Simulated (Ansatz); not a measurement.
Cost and result for the atomization energy of CH$_{3}$SZn, SMILES `[CH3][Zn][S]` radical (6 atoms, 5 bonds).

Total charge 0; spin multiplicity 2. For Zn the d shell is correlated and the shells below it are frozen. Scalar relativity is left out up to krypton. All single points use the PBE0-D4/def2-TZVP geometry. Program: Ansatz. All runs use 4 threads of an AMD EPYC 9R45 on a shared host. Times are those of one run each, without the atoms' runs, and a repeat can differ threefold. Electronic energies, without spin–orbit coupling; frozen cores. CCSD(T)/CBS adds CCSD(T) − MP2 in def2-TZVPP to the MP2 limit, and its time is that of the two runs behind it. T1 = 0.014; ⟨S²⟩ of the reference is 0.76. With those shells the extrapolation isn't a true limit. HSE06 is the plane-wave form, built on full-range PBE exchange.

CCSD(T)/CBS is a level of theory with its own doubt, some kJ/mol a heavy atom from the limit and from the frozen cores, so smaller differences don't rank the functionals.

```
                             level  functions  wall time  atomization (kJ/mol)  difference from CCSD(T)/CBS  per bond
                  CCSD(T)/def2-SVP         78      3.9 s                1589.0                       -110.4     -22.1
               HSE06-D4/def2-TZVPP        179        9 s                1715.3                         15.9       3.2
              revPBE-D4/def2-TZVPP        179      9.5 s                1684.4                        -15.0      -3.0
                BLYP-D4/def2-TZVPP        179      9.5 s                1671.6                        -27.8      -5.6
                PBE0-D4/def2-TZVPP        179      9.5 s                1714.1                         14.7       2.9
   PBE-D4/def2-TZVPP (with forces)        179       12 s                1728.6                         29.2       5.8
               PBE-QIDH/def2-TZVPP        179       24 s                1709.0                          9.6       1.9
r2SCAN-D4/def2-TZVPP (with forces)        179       29 s                1731.3                         31.9       6.4
                 B97M-V/def2-TZVPP        179       41 s                1706.6                          7.2       1.4
                CCSD(T)/def2-TZVPP        179       42 s                1654.4                        -45.0      -9.0
             r2SCANh-D4/def2-TZVPP        179       46 s                1722.7                         23.3       4.6
                    MP2/def2-QZVPP        317       70 s                1708.2                          8.8       1.8
                 CCSD(T)/CBS(def2)          –      110 s                1699.4                          0.0       0.0
```

From BLYP to BHLYP (50 % exact exchange), in def2-TZVPP and without D4, the atomization energy moves by −7.5 kJ/mol: exact exchange takes away binding that semilocal exchange gives to molecules. In def2-TZVPP, CCSD(T) changes the Hartree–Fock value by +392.7 kJ/mol (the triples alone add +23.3 kJ/mol) and MP2 by +418.9 kJ/mol; breaking electron pairs costs correlation energy, which Hartree–Fock lacks. The D4 term adds +14.2 kJ/mol with B3LYP and +7.4 kJ/mol with PBE0; it sums over pairs of atoms, weighted by their polarisabilities, and B3LYP, whose exchange is more repulsive, gets the larger term.

B3LYP here is the variant with VWN-RPA as its local correlation; programs differ in this.
